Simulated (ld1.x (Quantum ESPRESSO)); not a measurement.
Before and after: ultrasoft potential for Cr

chromium, ultrasoft, made with ld1.x (Quantum ESPRESSO) 7.5 (PBE, scalar-relativistic). Core [Ne] 3s2, reference 3p6 3d5 4s1 4p0. Waves: 4s (bound): rcut 2.10, rcutus 2.65 bohr; 4s channel at 2.7 Ry: rcut 2.10, rcutus 2.65 bohr; 3p (bound): rcut 1.45, rcutus 1.70 bohr; 4p (bound, empty): rcut 1.45, rcutus 1.70 bohr; 3d (bound): rcut 1.30, rcutus 1.40 bohr; 3d channel at 0.2 Ry: rcut 1.30, rcutus 1.40 bohr. Local part: all-electron potential smoothed inside 1.75 bohr (lloc = -1). Core correction: none. Augmentation charge: PSQ, inside the norm-conserving radii.

Change: core correction a·sin(br)/r model core inside 1.28 bohr.

Cutoffs: the cutoffs (Ry, on a coarse ladder) from which the occupation-weighted sum of valence levels, in a spherical-Bessel basis at the reference potential, stays within 10 and 1 mRy of its value at 400 Ry; they do not see the model core or the augmentation charge, which bear on the density cutoff. Errors are all-electron minus pseudo energies relative to the spin-unpolarised reference configuration.

What does the change do?

The potential gets neither clearly harder nor softer (50 Ry and 90 Ry → 50 Ry and 90 Ry); of the 7 tests that both files solve, the error grows in 6 and shrinks in 1 by more than 15 % and 0.3 meV (median size 8.1 → 7.8 meV); neither file shows a bound ghost. A model core, the more so a compact one, raises the density cutoff, which this test does not measure.

```tsv
quantity	base	changed
cutoff, loose	50 Ry	50 Ry
cutoff, tight	90 Ry	90 Ry
bound ghosts	none	none
error for 3p6 3d5 4s0 4p0, meV [ΔE 6.90 eV]	-1.4	-5.9
error for 3p6 3d4 4s0 4p0, meV [ΔE 22.95 eV]	+17	-7.8
error for 3p6 3d3 4s0 4p0, meV [ΔE 53.70 eV]	-46	-136
error for 3p6 3d4 4s2 4p0, meV [ΔE -0.10 eV]	-15	-21
error for 3p6 3d5 4s0.5 4p0, meV [ΔE 2.71 eV]	-0.6	-1.3
error for 3p5 3d5 4s1 4p0, meV [ΔE 51.51 eV]	-8.1	-15
error for 3p6 3d5.5 4s0.5 4p0, meV [ΔE 0.73 eV]	-2.0	-2.7
s: phases at 2.90 bohr within 0.05 rad from the reference energy up to (Ry; the scan ends near 5)	to the end of the scan	to the end of the scan
p: phases at 2.90 bohr within 0.05 rad from the reference energy up to (Ry; the scan ends near 5)	4.2	4.2
d: phases at 2.90 bohr within 0.05 rad from the reference energy up to (Ry; the scan ends near 5)	to the end of the scan	to the end of the scan
lowest overlap eigenvalue by channel	s 0.68, p 0.11, d 0.89	s 0.68, p 0.11, d 0.89
```
